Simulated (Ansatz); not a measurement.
`Cl[Si](Cl)(Br)Br`. The species carries charge 0 and has multiplicity 1. Geometry: relaxed with PBE0-D4/def2-TZVP.

```xyz
5

Cl   -0.453   -1.886   -0.646
Si    0.013   -0.028    0.011
Cl    1.436   -0.170    1.445
Br    0.777    1.166   -1.659
Br   -1.774    0.919    0.849
```

Problem. What is the dipole moment at r2SCAN/def2-TZVPP? (An estimate is asked.)

Solution. Computed: 0.09 D, with components (-0.04, 0.08, -0.03) D in this frame, pointing from negative to positive charge.

Problem. And with PBE, B3LYP, ωB97M-V? (An estimate is asked.)

Solution. Ansatz gave: PBE 0.11 D, B3LYP 0.11 D, ωB97M-V 0.07 D.

Problem. Give the Mulliken charges with r2SCAN, PBE, ωB97M-V in def2-TZVPP. (Estimate.)

Solution. Computed: 
```csv
atom,r2SCAN,PBE,ωB97M-V
Cl1,-0.18,-0.14,-0.13
Si2,0.64,0.52,0.49
Cl3,-0.18,-0.14,-0.13
Br4,-0.15,-0.12,-0.11
Br5,-0.15,-0.12,-0.11
```

B3LYP here is the variant with VWN-RPA as its local correlation; programs differ in this.
